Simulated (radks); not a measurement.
Polarisability of the tin ion Sn+, [Kr] 4d10 5s2 5p1, at imaginary frequency. Method: non-relativistic Kohn-Sham, LDA (Slater exchange, Perdew-Wang correlation), spin-unpolarised, spherical densities, point nucleus; relativity is left out, which matters for an element this heavy; computed with a radial shooting solver on a logarithmic mesh with Libxc functionals. Response by self-consistent Sternheimer equations with the Hartree and adiabatic LDA kernel.

w (hartree)  alpha1(iw) (bohr^3)
0.00266                    28.24
0.0143                     28.18
0.0360                     27.88
0.0697                     26.97
0.118                      24.92
0.186                      21.40
0.280                      16.72
0.413                      11.92
0.605                      7.937
0.892                      5.095
1.35                       3.178
2.12                       1.856
3.59                      0.9217
6.94                      0.3354
17.5                     0.07421

Static values: alpha1 = 28.24 bohr^3 (4.184 angstrom^3; uncoupled 49.43). C6 = 219.9, triple-dipole C9 = 4345 atomic units. One-pole (London) frequency 4 C6 / (3 alpha1^2) = 0.368 hartree, against 0.387 for minus the highest occupied eigenvalue. The dipole shielding factor is 0.980, as the force sum rule N/Z = 0.980 demands.
